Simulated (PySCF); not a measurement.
r2SCAN on O⁻ (oxygen, charge -1), [He] 2s2 2p5, 2P determinant. Computed with PySCF 2.14 in aug-cc-pVQZ-DK, with the spin-free X2C one-electron Hamiltonian (Gaussian nucleus).

```
cycle= 1 E= -75.1675674139906  delta_E= -0.00745  |g|= 0.0593  |ddm|= 0.292
cycle= 2 E= -75.1602276813851  delta_E= 0.00734  |g|= 0.149  |ddm|= 0.229
cycle= 3 E= -75.1694211594572  delta_E= -0.00919  |g|= 0.0141  |ddm|= 0.151
cycle= 4 E= -75.1695294455731  delta_E= -0.000108  |g|= 0.00241  |ddm|= 0.02
cycle= 5 E= -75.1695388002277  delta_E= -9.35e-06  |g|= 0.000621  |ddm|= 0.00957
cycle= 6 E= -75.1695394299957  delta_E= -6.3e-07  |g|= 2.02e-05  |ddm|= 0.00308
cycle= 7 E= -75.169539430919  delta_E= -9.23e-10  |g|= 2.67e-06  |ddm|= 0.000126
converged SCF energy = -75.169539430919  <S^2> = 0.76055746  2S+1 = 2.0105297
```

Highest occupied orbital energy: 2.360 eV; ⟨L²⟩ = 2.04; populations by l: s 4.00, p 5.00, d 0.00, f 0.00.

(1) Can this result be used?

Results:

(1) With care. Self-consistency was reached. At r2SCAN the highest occupied level has a positive energy, so only the finite basis holds that electron; in a semilocal or global hybrid functional this comes from self-interaction and does not mean that the real anion is unbound.
